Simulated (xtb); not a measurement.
xtb input (GFN-FF):

```bash
xtb mol.xyz --gfnff --opt tight --chrg 0 --uhf 0
```
mol.xyz:
```
13

C     -1.88207024     1.07176932    -0.84559844
O     -1.10962776    -0.11266092    -0.97856927
Ge    -0.07626037    -0.63272760     0.37816261
O      1.16910500     0.60613996     0.68363142
C      2.11935940     0.89700430    -0.33107944
H     -1.24983389     1.95661931    -0.72096478
H     -2.47040827     1.18922682    -1.75660505
H     -2.57076546     1.01616162     0.00560406
H     -0.87552681    -0.68987911     1.68727248
H      0.55854199    -1.94012453    -0.11539693
H      2.81155788     1.64127055     0.06490032
H      2.69429659     0.00876863    -0.61817462
H      1.64291684     1.30476585    -1.22826887
```

Output:

```
           -------------------------------------------------
          |                Calculation Setup                |
           -------------------------------------------------

          ==================== Thresholds ====================
          CN  :   150.00000
          rep :   500.00000
          disp:  2500.00000
          HB1 :   250.00000
          HB2 :   450.00000

          Pauling EN used:
          Z : 1  EN :  2.20
          Z : 6  EN :  2.55
          Z : 8  EN :  3.44
          Z :32  EN :  2.01
          electric field strengths (au): 0.000

           -------------------------------------------------
          |           Force Field Initialization            |
           -------------------------------------------------

          distances ...
          ----------------------------------------
          generating topology and atomic info file ...
          pair mat ...
          computing topology distances matrix with Floyd-Warshall algo ...
          making topology EEQ charges ...
          #fragments for EEQ constrain: 1
          ----------------------------------------
          generating topology and atomic info file ...
          pair mat ...
          computing topology distances matrix with Floyd-Warshall algo ...
          making topology EEQ charges ...
          #fragments for EEQ constrain: 1
          rings ...
          # BATM   62
          # H in HB   2

  atom   neighbors  erfCN metchar sp-hybrid imet pi  qest     coordinates
    1  C       4    3.53   0.00         3    0    0   0.039   -3.556597    2.025350   -1.597949
    2  O       2    1.91   0.00         3    0    0  -0.361   -2.096893   -0.212898   -1.849228
    3  Ge      4    3.56   0.05         3    0    0   0.333   -0.144111   -1.195682    0.714624
    4  O       2    1.91   0.00         3    0    0  -0.361    2.209288    1.145439    1.291876
    5  C       4    3.53   0.00         3    0    0   0.039    4.005009    1.695092   -0.625649
    6  H       1    0.97   0.00         0    0    0   0.050   -2.361844    3.697475   -1.362426
    7  H       1    0.97   0.00         0    0    0   0.050   -4.668395    2.247313   -3.319502
    8  H       1    0.97   0.00         0    0    0   0.050   -4.858043    1.920267    0.010590
    9  H       1    0.95   0.01         0    0    0   0.004   -1.654506   -1.303683    3.188483
   10  H       1    0.95   0.01         0    0    0   0.004    1.055491   -3.666304   -0.218069
   11  H       1    0.97   0.00         0    0    0   0.050    5.313074    3.101552    0.122644
   12  H       1    0.97   0.00         0    0    0   0.050    5.091483    0.016570   -1.168181
   13  H       1    0.97   0.00         0    0    0   0.050    3.104663    2.465650   -2.321092

          #atoms :   13
          #bonds :   12
          #angl  :   20
          #tors  :   14
          #nmol  :   1
          #optfrag :   1
[...]
H           -2.19581069302337        1.38441470165381       -1.71290214988662
H           -2.34923207199754        0.96515396580125        0.01773597517205
H           -1.01374526674478       -0.80961586989720        1.56873020544404
H            0.68100672644645       -1.91549856592052        0.07255806255595
H            2.57799180417221        1.73426287448136       -0.15840712818037
H            2.46279914437420        0.00718352678409       -0.60363608340198
H            1.26503340765051        1.17500237339250       -1.23652557578191

 Bond Distances (Angstroems)
 ---------------------------
C1-O2=1.3883         C1-H6=1.0946         C1-H7=1.0947         C1-H8=1.0947         O2-C1=1.3883         O2-Ge3=1.7747
Ge3-O2=1.7747        Ge3-O4=1.7746        Ge3-H9=1.5424        Ge3-H10=1.5424       O4-Ge3=1.7746        O4-C5=1.3883
C5-O4=1.3883         C5-H11=1.0947        C5-H12=1.0947        C5-H13=1.0947        H6-C1=1.0946         H7-C1=1.0947
H8-C1=1.0947         H9-Ge3=1.5424        H10-Ge3=1.5424       H11-C5=1.0947        H12-C5=1.0947        H13-C5=1.0947
 C  H  Rav=1.0947 sigma=0.0000  Rmin=1.0946  Rmax=1.0947     6
 O  C  Rav=1.3883 sigma=0.0000  Rmin=1.3883  Rmax=1.3883     2
 Ge H  Rav=1.5424 sigma=0.0000  Rmin=1.5424  Rmax=1.5424     2
 Ge O  Rav=1.7746 sigma=0.0000  Rmin=1.7746  Rmax=1.7747     2

 selected bond angles (degree)
 --------------------
H6-C1-O2=109.76                H7-C1-O2=108.97                H7-C1-H6=109.56                H8-C1-O2=109.55
H8-C1-H6=109.55                H8-C1-H7=109.44                Ge3-O2-C1=109.16               O4-Ge3-O2=109.05
H9-Ge3-O2=109.75               H9-Ge3-O4=109.48               H10-Ge3-O2=109.48              H10-Ge3-O4=109.74
H10-Ge3-H9=109.34              C5-O4-Ge3=109.16               H11-C5-O4=108.97               H12-C5-O4=109.54
H12-C5-H11=109.44              H13-C5-O4=109.77               H13-C5-H11=109.55              H13-C5-H12=109.56

 selected dihedral angles (degree)
 ---------------------------------
Ge3-O2-C1-H6= 57.53           Ge3-O2-C1-H7=177.50           Ge3-O2-C1-H8=297.21           O4-Ge3-O2-C1=302.79
H9-Ge3-O2-C1= 62.70           H10-Ge3-O2-C1=182.72          C5-O4-Ge3-O2=302.88           C5-O4-Ge3-H9=182.80
C5-O4-Ge3-H10= 62.79          H11-C5-O4-Ge3=177.77          H12-C5-O4-Ge3=297.46          H13-C5-O4-Ge3= 57.80
           -------------------------------------------------
          |                Final Singlepoint                |
           -------------------------------------------------
         :::::::::::::::::::::::::::::::::::::::::::::::::::::
         ::                     SUMMARY                     ::
         :::::::::::::::::::::::::::::::::::::::::::::::::::::
         :: total energy              -1.569671789998 Eh    ::
         :: gradient norm              0.000180072642 Eh/a0 ::
         ::.................................................::
         :: bond energy               -1.543096751363 Eh    ::
         :: angle energy               0.019166460449 Eh    ::
         :: torsion energy            -0.004134296791 Eh    ::
         :: repulsion energy           0.074654374125 Eh    ::
         :: electrostat energy        -0.109059781838 Eh    ::
         :: dispersion energy         -0.005516132363 Eh    ::
         :: HB energy                  0.000000000000 Eh    ::
         :: XB energy                  0.000000000000 Eh    ::
         :: bonded atm energy         -0.001685662216 Eh    ::
         :: external energy            0.000000000000 Eh    ::
         :: add. restraining           0.000000000000 Eh    ::
         :: total charge               0.000000000000 e     ::
         :::::::::::::::::::::::::::::::::::::::::::::::::::::

           -------------------------------------------------
          |                Property Printout                |
           -------------------------------------------------

molecular dipole:
                 x           y           z       tot (Debye)
 q only:        0.011       0.098      -0.058       0.291
           -------------------------------------------------
          |                Geometry Summary                 |
           -------------------------------------------------

      molecular mass/u    :      136.7113578
   center of mass at/Å    :       -0.0062942      -0.0483787       0.0306728
  moments of inertia/u·Å² :        0.1134475E+03   0.1744253E+03   0.2423825E+03
rotational constants/cm⁻¹ :        0.1485941E+00   0.9664671E-01   0.6954972E-01
Note: The following floating-point exceptions are signalling: IEEE_UNDERFLOW_FLAG IEEE_DENORMAL
normal termination of xtb

 * 12 selected distances

     #   Z          #   Z                                           value/Å
     1   6 C        2   8 O                                       1.3883114
     2   8 O        3  32 Ge                                      1.7746516 (max)
     3  32 Ge       4   8 O                                       1.7746298
     4   8 O        5   6 C                                       1.3883100
     1   6 C        6   1 H                                       1.0946373 (min)
     1   6 C        7   1 H                                       1.0946899
     1   6 C        8   1 H                                       1.0946639
     3  32 Ge       9   1 H                                       1.5423984
     3  32 Ge      10   1 H                                       1.5423557
     5   6 C       11   1 H                                       1.0947336
     5   6 C       12   1 H                                       1.0946848
     5   6 C       13   1 H                                       1.0946801

 * 4 distinct bonds (by element types)

   Z      Z             #   av. dist./Å        max./Å        min./Å
   1 H    6 C           6     1.0946816     1.0947336     1.0946373
   6 C    8 O           2     1.3883107     1.3883114     1.3883100
   1 H   32 Ge          2     1.5423770     1.5423984     1.5423557
   8 O   32 Ge          2     1.7746407     1.7746516     1.7746298

optimized geometry written to: xtbopt.xyz

           -------------------------------------------------
          | TOTAL ENERGY               -1.569671789998 Eh   |
          | GRADIENT NORM               0.000180072642 Eh/α |
           -------------------------------------------------
########################################################################
[WARNING] Runtime exception occurred
-1- gfnff_setup: Could not read topology file.
########################################################################

------------------------------------------------------------------------
------------------------------------------------------------------------
 total:
 SCF:
 ANC optimizer:
```
